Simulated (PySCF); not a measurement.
A small calculation by hand: chemical shift, span and skew from a shielding tensor

1,3-dibromopropa-1,2-diene (C3H2Br2), SMILES BrC=C=CBr. Atoms are numbered in the order given.

```xyz
7

Br    -2.5934    -0.0650     0.2679
C     -1.1878     0.5408    -0.8721
C      0.0000     0.0000    -0.8780
C      1.1878    -0.5408    -0.8721
Br     2.5934     0.0650     0.2679
H     -1.4824     1.3773    -1.5110
H      1.4824    -1.3773    -1.5110
```

Coordinates come from a B3LYP-D3(BJ)/def2-SVP optimisation.

GIAO shieldings from PBE/pcSseg-1 (PySCF), non-relativistic, no solvent. The symmetric part of the tensor of C2 has the principal values 6.8, 74.2, 137.0 ppm. The same nucleus in TMS has σ = 182.0 ppm at this level (PySCF, at its B3LYP-D3(BJ)/def2-TZVP geometry). Without spin–orbit terms, shifts of atoms bonded to Cl or Br come out too high.

Q: Work out the isotropic shielding, the ¹³C shift against TMS, the span and the skew.

A: 
σ(iso) = (σ11 + σ22 + σ33)/3 = 72.7 ppm. δ = σ(ref) − σ(iso) = 182.0 − (72.7) = 109.3 ppm.
Span Ω = σ33 − σ11 = 130.2 ppm. Skew κ = 3(σ(iso) − σ22)/Ω = -0.04. Tumbling in solution averages the tensor to δ; in a static solid the shielding alone would spread this spin-1/2 line over Ω.
